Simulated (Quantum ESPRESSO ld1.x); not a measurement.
Q: These are the eigenvalues of the occupied orbitals of an atom or ion with whole-number occupations (hartree). Method: Dirac Kohn-Sham, PBE, spin-unpolarised, spherical densities, point nucleus; computed with ld1.x of Quantum ESPRESSO 7.5.

| orbital | eigenvalue |
|---|---|
| 1s1/2 | -3340.3813 |
| 2s1/2 | -682.8817 |
| 2p1/2 | -660.4050 |
| 2p3/2 | -579.5395 |
| 3s1/2 | -238.3740 |
| 3p1/2 | -228.5246 |
| 3p3/2 | -209.6659 |
| 3d3/2 | -194.0139 |
| 3d5/2 | -189.9312 |
| 4s1/2 | -117.4115 |

Which element is it, and in what charge state? The configuration may be excited. Open shells, if any, fill j = l - 1/2 first.

A: Z = 82, lead, charge +52: Pb52+ in [Ar] 3d10 4s2. The list shows which subshells hold electrons but not how many an open one holds; the 1s level, -3340.4 hartree, gives Z - s = 81.7 by -(Z - s)^2/2, which with screening and relativity narrows Z to a few neighbours, and the depths of the outer levels then fix element, charge and occupations together.
